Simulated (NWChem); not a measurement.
A series in which one site is exchanged, each optimised at PBE0/def2-SVP with NWChem, gas phase unless a solvent is named. Some are not confirmed as minima by frequencies. def2 effective core potentials on Cd, I; no spin-orbit coupling.

A: [Cl][Cd][CH3] (CH3CdCl; site = Cl)
B: [Cd]([CH3])[Br] (CH$_{3}$BrCd; site = Br)
C: [CdH][CH3] (CH₄Cd; site = H)
D: [CH3][Cd][I] (CH3CdI; site = I)

Rank them by orbital gap (eV), PBE0/def2-SVP, lowest first.

D (6.31), C (6.89), B (6.98), A (7.44)
